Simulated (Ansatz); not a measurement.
Reaction (silylene formation by 1,1-elimination): `CN(C)[SiH3]` → H₂ + `CN(C)[SiH]`

Gas-phase electronic energies from Ansatz, PBE0-D4/def2-TZVP geometries. CBS: MP2 limit from def2 TZ/QZ plus the TZ coupled-cluster correction, frozen cores. This one scheme is used for every species. DFT in def2-TZVPP. B3LYP here is the variant with VWN-RPA as its local correlation; programs differ in this.

`CN(C)[SiH3]`:

```xyz
13

C    -0.790   -1.204    0.305
N    -0.145    0.076    0.139
C    -0.780    0.920   -0.843
Si    1.507    0.293    0.555
H    -0.769   -1.813   -0.611
H    -1.841   -1.069    0.587
H    -0.304   -1.776    1.100
H    -1.832    1.089   -0.579
H    -0.759    0.487   -1.855
H    -0.288    1.894   -0.885
H     2.493   -0.245   -0.435
H     1.750   -0.406    1.844
H     1.759    1.753    0.678
```

H₂:

Z-matrix (Å, degrees):
```
H
H 1 0.746
```

`CN(C)[SiH]`:

Z-matrix (Å, degrees):
```
C
N 1 1.450
H 1 1.091 2 110.2
H 1 1.097 2 110.9 3 -120.2
H 1 1.097 2 110.9 3 120.2
C 2 1.447 1 112.0 3 -180.0
Si 2 1.712 1 119.7 3 0.0
H 6 1.097 2 110.8 1 59.6
H 6 1.097 2 110.7 1 -59.4
H 6 1.088 2 110.1 1 -179.9
H 7 1.532 2 94.7 1 -180.0
```

Q: Is it downhill or uphill in electronic energy at CCSD(T)/CBS, and by how much? (Best estimate.)

A: The calculation gave: Uphill: ΔE = +159.9 kJ/mol.

Q: What do these levels give: PBE0-D4, r2SCAN0-D4, ωB97M-V, B3LYP, r2SCANh, r2SCAN0, LC-ωPBE, MP2/def2-SVP, CCSD/def2-SVP, CCSD(T)/def2-SVP, MP2/def2-TZVPP, CCSD/def2-TZVPP? (Estimate.)

A: Computed: PBE0-D4 168.9, r2SCAN0-D4 179.7, ωB97M-V 158.3, B3LYP 152.5, r2SCANh 172.6, r2SCAN0 179.0, LC-ωPBE 184.1, MP2/def2-SVP 164.4, CCSD/def2-SVP 158.4, CCSD(T)/def2-SVP 153.4, MP2/def2-TZVPP 165.5, CCSD/def2-TZVPP 162.2 kJ/mol.

Largest T1 diagnostic among the species: 0.015.

From r2SCAN to r2SCAN0 (25 % exact exchange), in def2-TZVPP and without D4, ΔE moves by +10.8 kJ/mol. In def2-TZVPP, CCSD(T) changes the Hartree–Fock value by −27.6 kJ/mol (the triples alone add −5.8 kJ/mol) and MP2 by −18.6 kJ/mol.
